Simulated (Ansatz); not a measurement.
CH₇FSiSn (`C[SiH](F)[SnH3]`) at its PBE0-D4/def2-TZVP geometry, where that method's forces vanish. The species carries charge 0 and has multiplicity 1. Sn: def2 effective core potential.

| atom | x (Å) | y (Å) | z (Å) |
| --- | --- | --- | --- |
| C1 | -0.294 | 0.965 | 1.512 |
| Si2 | 0.734 | 0.556 | 0.018 |
| F3 | 2.183 | 0.053 | 0.509 |
| Sn4 | -0.313 | -1.301 | -1.418 |
| H5 | -0.458 | 0.084 | 2.136 |
| H6 | 0.193 | 1.734 | 2.117 |
| H7 | -1.270 | 1.346 | 1.198 |
| H8 | 0.961 | 1.779 | -0.801 |
| H9 | -0.584 | -2.714 | -0.495 |
| H10 | 0.676 | -1.714 | -2.746 |
| H11 | -1.826 | -0.787 | -2.029 |

(1) For each bond, give half the difference of the two atoms' forces along it (eV/Å; positive pushes the atoms apart) under PBE-D4, r2SCAN-D4, B3LYP-D4, ωB97M-V in def2-TZVPP. (Best estimate.)

## Answers

(1) Computed: 
| bond | length (Å) | PBE-D4 | r2SCAN-D4 | B3LYP-D4 | ωB97M-V |
| --- | --- | --- | --- | --- | --- |
| C1–Si2 | 1.859 | -0.05 | -0.01 | 0.07 | 0.02 |
| C1–H5 | 1.092 | 0.11 | 0.00 | -0.04 | -0.04 |
| C1–H6 | 1.093 | 0.11 | 0.00 | -0.04 | -0.05 |
| C1–H7 | 1.094 | 0.10 | -0.02 | -0.05 | -0.04 |
| Si2–F3 | 1.610 | 0.52 | 0.04 | 0.18 | 0.17 |
| Si2–Sn4 | 2.571 | -0.14 | -0.01 | 0.04 | -0.05 |
| Si2–H8 | 1.489 | 0.04 | -0.03 | -0.15 | -0.17 |
| Sn4–H9 | 1.709 | 0.10 | 0.00 | 0.02 | -0.06 |
| Sn4–H10 | 1.707 | 0.10 | -0.01 | 0.02 | -0.05 |
| Sn4–H11 | 1.711 | 0.10 | -0.01 | 0.03 | -0.05 |

B3LYP here is the variant with VWN-RPA as its local correlation; programs differ in this.
